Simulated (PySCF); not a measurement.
## Worked example: oscillator strength and radiative lifetime

FHOS2W, SMILES [OH][W]([F])(=[S])=[S], multiplicity 1.

The structure is a stationary point at B3LYP-D3(BJ)/def2-SVP. A frequency run showed that this geometry is not a minimum. The multiplicity is an assumed one; other spin states were not compared. The def2 effective core potentials stand for the cores of W; spin–orbit coupling is left out. One conformer was computed; it need not be the lowest.

TDDFT-B3LYP/def2-SVPD (PySCF 2.14.0) puts the first singlet state with f over 0.02 at 3.10 eV (vertical), with the transition dipole (0.000, 0.000, 0.543) in atomic units.

Task: Find the oscillator strength, the wavelength and the radiative lifetime that this transition would have in vacuum if emission retraced absorption.

Result: 
|μ|² = 0.2948 au, so |μ| = 1.38 D. ΔE = 3.10/27.211 = 0.1139 hartree. f = (2/3) ΔE |μ|² = 0.022 (the program prints 0.022).
λ = 1239.84/3.10 = 400 nm; ν = 25003 cm⁻¹.
Einstein's coefficient A = 0.6670 ν² f s⁻¹ (ν in cm⁻¹) = 9300000 s⁻¹, so τ = 1/A = 110 ns. This state is S2; the lower singlet has f = 0.001. The figure is the radiative limit of this one transition; relaxation, internal conversion, crossing to triplets and a medium change what is measured.
